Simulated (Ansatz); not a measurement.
Relaxation of C$_{2}$H$_{8}$BN (12 atoms, charge 0, multiplicity 1), to a largest force component of 0.015 eV/Å in at most 40 steps.

These are results of Ansatz 0.2.0, RKS PBE0-D4/def2-SVP, not measurements.

```xyz
12
Properties=species:S:1:pos:R:3:forces:R:3
C -0.691 1.072 -0.592 -1.93 1.70 -1.34
B 0.037 -0.186 -0.113 0.68 -2.07 -0.46
C 1.046 -0.059 1.072 1.34 -0.78 0.34
N -0.108 -1.525 -0.786 -3.53 1.00 0.91
H -1.418 0.866 -1.463 0.90 0.36 1.01
H -1.337 1.542 0.236 0.91 -0.59 -0.86
H 0.018 1.883 -0.935 -0.53 -0.58 0.34
H 0.593 0.316 1.988 -0.29 0.29 0.36
H 1.540 -1.032 1.337 -0.27 0.58 -0.20
H 1.879 0.661 0.836 -0.61 -0.40 0.01
H -0.917 -1.427 -1.506 1.82 -0.34 1.32
H -0.567 -2.165 -0.042 1.50 0.84 -1.42
```

Where does it end, and by what steps?

The forces met the threshold. The force dipped under the threshold on the way, but the program's further checks kept it going. After 10 steps the energy has fallen by 0.990 eV; H12 moved furthest, 0.67 Å.

```json
{"step": "0", "energy less start (eV)": "0.0000", "largest force component (eV/Å)": "3.530", "accepted": "yes"}
{"step": "1", "energy less start (eV)": "-0.4899", "largest force component (eV/Å)": "1.939", "accepted": "yes"}
{"step": "2", "energy less start (eV)": "-0.7868", "largest force component (eV/Å)": "1.454", "accepted": "yes"}
{"step": "3", "energy less start (eV)": "-0.9403", "largest force component (eV/Å)": "0.618", "accepted": "yes"}
{"step": "4", "energy less start (eV)": "-0.9171", "largest force component (eV/Å)": "0.618", "accepted": "no"}
{"step": "5", "energy less start (eV)": "-0.9672", "largest force component (eV/Å)": "0.396", "accepted": "yes"}
{"step": "6", "energy less start (eV)": "-0.9882", "largest force component (eV/Å)": "0.061", "accepted": "yes"}
{"step": "7", "energy less start (eV)": "-0.9897", "largest force component (eV/Å)": "0.030", "accepted": "yes"}
{"step": "8", "energy less start (eV)": "-0.9895", "largest force component (eV/Å)": "0.086", "accepted": "no"}
{"step": "9", "energy less start (eV)": "-0.9899", "largest force component (eV/Å)": "0.002", "accepted": "yes"}
{"step": "10", "energy less start (eV)": "-0.9900", "largest force component (eV/Å)": "0.008", "accepted": "yes"}
```

```xyz
12
Properties=species:S:1:pos:R:3
C -0.722 1.138 -0.631
B -0.040 -0.178 -0.074
C 1.015 -0.099 1.104
N -0.373 -1.421 -0.627
H -1.427 0.969 -1.461
H -1.270 1.656 0.175
H 0.044 1.853 -0.979
H 0.573 0.394 1.986
H 1.411 -1.075 1.425
H 1.872 0.531 0.808
H -1.037 -1.530 -1.382
H 0.030 -2.293 -0.310
```

Whether the end is a true minimum wasn't checked by a vibrational analysis.

Run time: 25 s on 2 threads of Arm Neoverse V1 (shared host), peak memory 0.19 GiB.
